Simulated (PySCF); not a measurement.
## C5H7NOSi: full NMR table

```yaml
Formula: C5H7NOSi
SMILES: N#C[C@@H]1C=C[SiH2]OC1
Point_group_of_the_computed_structure: C1
Degrees_of_unsaturation: 4
Carbon_signals: 5
Proton_signals: 7
```

Atom-mapped SMILES (the numbers label the heavy atoms): `[N:1]#[C:2][C@@H:3]1[CH:4]=[CH:5][SiH2:6][O:7][CH2:8]1`. Each H is labelled by its parent atom. Ha(Si6), Ha(C8) are cis to C2 on the ring; Hb(Si6), Hb(C8) are trans to C2 on the ring.

All values are calculated (PySCF): shieldings: GIAO PBE0/pcSseg-1, GFN2-xTB structure. In vacuum, no relativistic terms, one computed conformer.

Chemical shifts δ = σref − σ; ¹H (31.72 ppm), ¹³C (186.93 ppm), ²⁹Si (349.16 ppm) against TMS; NH3 for ¹⁵N (267.73 ppm); ¹⁷O (336.08 ppm) vs H2O, all at this level.

| carbon | δC, type | δH (multiplicity) | HMBC from (2–3 bonds) | span of the C tensor (ppm) |
| --- | --- | --- | --- | --- |
| C2 | 123.6, C | – | H(C4), Hb(C8), Ha(C8), H(C3) | 351 |
| C3 | 31.9, CH | 3.40 (m) | H(C4), H(C5), Hb(C8), Ha(C8) | 22 |
| C4 | 156.5, CH | 7.22 (m) | H(C5), Ha(Si6), Hb(Si6), Hb(C8), Ha(C8), H(C3) | 236 |
| C5 | 133.6, CH | 6.23 (m) | H(C4), Ha(Si6), Hb(Si6), H(C3) | 240 |
| C8 | 67.0, CH2 | Ha(C8) 4.05 (m); Hb(C8) 4.41 (m) | H(C4), Ha(Si6), Hb(Si6), H(C3) | 54 |

Other nuclei:
```csv
atoms,nucleus,environment,δ (ppm),σ (ppm)
Ha(Si6),¹H,"hydrogen on a silicon bonded to C, O, in a 6-membered ring",5.24,26.48
Hb(Si6),¹H,"hydrogen on a silicon bonded to C, O, in a 6-membered ring",4.99,26.72
Si6,²⁹Si,"silicon bonded to C, O, 2 H, in a 6-membered ring",-33.4,382.6
N1,¹⁵N,nitrile nitrogen,302.9,-35.2
O7,¹⁷O,"oxygen bonded to C, Si, in a 6-membered ring",6.8,329.3
```

- Carbon types of the structure: 1 × C, 3 × CH, 1 × CH2, leaving 2 H on heteroatoms.
- δC 156.5, 133.6: alkene CH; as expected for a trigonal carbon in a double bond.
- δC 123.6: nitrile carbon; this is the usual window of a C≡N carbon, which has no attached hydrogen.
- δC 67.0: sp3 CH2 bonded to O; deshielded by the electronegative neighbour.
- δC 31.9: allylic sp3 CH; aliphatic region, no heteroatom directly attached.
- δH 7.22, 6.23: hydrogen on an alkene CH; a vinylic proton, deshielded by the sp2 carbon and the C=C anisotropy.

Shifts are as computed. Against solution values, carbons near 30 ppm lie about +3 ppm off and those near 130 ppm about +5 ppm. Of 1211 compounds with measured shifts, 218 miss one by over three times the rms of a fit or turn the order of signals round; such compounds aren't used in these exercises. Experimental scales use liquid or dissolved standards, which lie at an offset from isolated NH3 (liquid NH3: subtract about 20 ppm) and H2O (liquid H2O: subtract about 36 ppm). Unscaled 15N shifts of sp2 nitrogen come out 20 to 40 ppm too high even then. Multiplicities follow the n + 1 count of equivalent neighbours, as no J values were calculated; m marks all less simple cases, F and P coupling included.
